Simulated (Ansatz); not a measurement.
Molecule: sum formula GeHCl2 (charge 0, doublet). It need not be the lowest isomer of its formula. SMILES: [Cl][GeH][Cl]
Geometry: optimised at B3LYP-D3(BJ)/def2-TZVP (Ansatz, a program for electronic structure).

Quantity: vertical electron affinity (to the singlet state of charge -1; a negative value means that the extra electron is unbound and the number depends on the basis; each state is the SCF solution reached for its spin), in eV. Cores are frozen in the correlated levels unless marked. Open shells are spin-unrestricted. No spin-orbit coupling. Frozen are the shells of the preceding noble gas and the d and f shells that filled before the atom's block. Non-relativistic. Anions need diffuse functions: def2-D sets add few. CBS marks a two-point X^-3 extrapolation of the correlation energy; Hartree-Fock from the larger set. [CCSD(T)-MP2]/basis is that difference in the basis named.

```
level                                                          program  vertical electron affinity (eV)
-------------------------------------------------------------  -------  -------------------------------
PBE/def2-TZVPD                                                  Ansatz                             2.12
r2SCAN/def2-TZVPD                                               Ansatz                              [?]
B3LYP/def2-TZVPD                                                Ansatz                             2.26
PBE0/def2-TZVPD                                                 Ansatz                             2.14
wB97M-V/def2-TZVPD                                              Ansatz                             2.22
RI-MP2/CBS(def2-TZVPPD,def2-QZVPPD)+[CCSD(T)-MP2]/def2-TZVPPD   Ansatz                             2.22
```

Q: What belongs in the gaps?

A: 
- r2SCAN/def2-TZVPD, vertical electron affinity (eV): 2.09
